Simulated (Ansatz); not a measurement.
Consider the silylene formation by 1,1-elimination: `N/C=C/[SiH2]S` → `N/C=C\S` + `[SiH2]`.

Isolated molecules relaxed with PBE0-D4/def2-TZVP in Ansatz; ΔE leaves out vibrations. CBS: MP2 limit from def2 TZ/QZ plus the TZ coupled-cluster correction, frozen cores. This one scheme is used for every species. Double bonds are as drawn, so ΔE can hold a change between cis and trans. DFT in def2-TZVPP. B3LYP here is the variant with VWN-RPA as its local correlation; programs differ in this. HSE06 is defined as in plane-wave codes. One conformer a species, not always the lowest.

`N/C=C/[SiH2]S`:

Cartesian coordinates in Å:
```
N -1.970 0.384 1.610
C -1.073 0.454 0.588
C -0.176 -0.486 0.237
Si 0.917 -0.252 -1.205
S 2.952 -0.171 -0.510
H -1.863 -0.340 2.298
H -2.407 1.229 1.929
H -1.155 1.368 0.005
H -0.104 -1.391 0.838
H 0.529 1.017 -1.882
H 0.853 -1.354 -2.204
H 3.498 -0.457 -1.704
```

`N/C=C\S`:

```xyz
9

N     0.734    0.062    1.174
C    -0.336   -0.478    0.527
C    -0.665   -0.284   -0.759
S     0.389    0.596   -1.857
H     1.073   -0.413    1.991
H     1.442    0.467    0.578
H    -0.992   -1.079    1.151
H    -1.572   -0.716   -1.157
H    -0.073    1.845   -1.647
```

`[SiH2]`:

Cartesian coordinates in Å:
```
Si -0.382 0.285 0.528
H 0.729 0.798 -0.383
H -0.347 -1.083 -0.146
```

```tsv
level	ΔE (eV)	difference from CCSD(T)/CBS
LDA (SPW92)	3.77	0.20
PBE-D4	3.55	-0.02
revPBE-D4	3.48	-0.09
BLYP-D4	3.35	-0.22
r2SCAN-D4	3.79	0.22
B97M-V	3.54	-0.03
PBE0-D4	3.67	0.10
B3LYP-D4	3.49	-0.08
r2SCANh-D4	3.80	0.23
HSE06-D4	3.67	0.10
BHLYP-D4	3.63	0.06
CAM-B3LYP-D4	3.56	-0.01
ωB97X-V	3.64	0.07
ωB97M-V	3.51	-0.06
B2PLYP	3.51	-0.06
PBE-QIDH	3.75	0.18
PBE	3.48	-0.09
revPBE	3.34	-0.23
BLYP	3.20	-0.37
r2SCAN	3.77	0.20
PBE0	3.61	0.04
r2SCANh	3.78	0.21
HSE06	3.61	0.04
BHLYP	3.52	-0.05
CAM-B3LYP	3.49	-0.08
LC-ωPBE	3.72	0.15
HF/def2-SVP	3.35	-0.22
MP2/def2-SVP	3.55	-0.02
CCSD/def2-SVP	3.27	-0.30
CCSD(T)/def2-SVP	3.29	-0.28
HF/def2-TZVPP	3.42	-0.15
MP2/def2-TZVPP	3.72	0.15
SCS-MP2/def2-TZVPP	3.57	0.00
CCSD/def2-TZVPP	3.45	-0.12
HF/def2-QZVPP	3.43	-0.14
MP2/def2-QZVPP	3.77	0.20
SCS-MP2/def2-QZVPP	3.63	0.06
HF/CBS(def2)	3.43	-0.14
MP2/CBS(def2)	3.81	0.24
CCSD/CBS(def2)	3.53	-0.04
CCSD(T)/CBS	3.57	0
```

Largest T1 diagnostic among the species: 0.014.

From BLYP to BHLYP (50 % exact exchange), in def2-TZVPP and without D4, ΔE moves by +0.32 eV. Leaving LDA and LC-ωPBE aside and taking each functional with its dispersion term where it has one, the values, not all of them listed here, spread over 0.47 eV, from BLYP-D4 to r2SCAN0-D4. LDA lies +0.29 eV from PBE without D4. The D4 term adds +0.12 eV with B3LYP and +0.07 eV with PBE0; it sums over pairs of atoms, weighted by their polarisabilities, and B3LYP, whose exchange is more repulsive, gets the larger term.

CCSD(T)/CBS has its own doubt, a few kJ/mol and more with outer-core shells, so smaller differences from it don't rank the levels.
